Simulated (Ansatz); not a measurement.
System: C4H3N2, charge -1, multiplicity 1. It need not be the lowest isomer of its formula. Whether it binds its extra electron was not tested at this geometry. 
Structure (B3LYP-D3(BJ)/def2-TZVP (Ansatz, an electronic-structure program) minimum search):
```xyz
9

C     -0.0053    -1.4842    -0.0286
N      1.1839    -0.7547    -0.0594
C      1.1703     0.5714    -0.0332
C      0.0047     1.3249     0.0255
C     -1.1662     0.5781     0.0553
N     -1.1893    -0.7480     0.0305
H      2.1414     1.0775    -0.0601
H      0.0086     2.4104     0.0464
H     -2.1337     1.0897     0.1018
```
Charge -1, spin multiplicity 1.

Parts of the frozen-core correlation energy in aug-cc-pVDZ (Ansatz, hartree). Frozen orbitals: 6; correlated occupied orbitals by spin: 15 and 15; virtual: 144 and 144. Spin-orbit coupling is left out. Non-relativistic.

```json
[
 {"term": "reference (HF)", "value": "-262.06967"},
 {"term": "MP2 opposite-spin", "value": "[?]"},
 {"term": "MP2 same-spin", "value": "-0.23991"},
 {"term": "CCSD correlation", "value": "[?]"},
 {"term": "(T)", "value": "[?]"},
 {"term": "T1 diagnostic", "value": "0.018"},
 {"term": "largest doubles amplitude", "value": "0.053"}
]
```

What belongs in the gaps?


- MP2 opposite-spin, value: -0.63701
- CCSD correlation, value: -0.89760
- (T), value: -0.04677
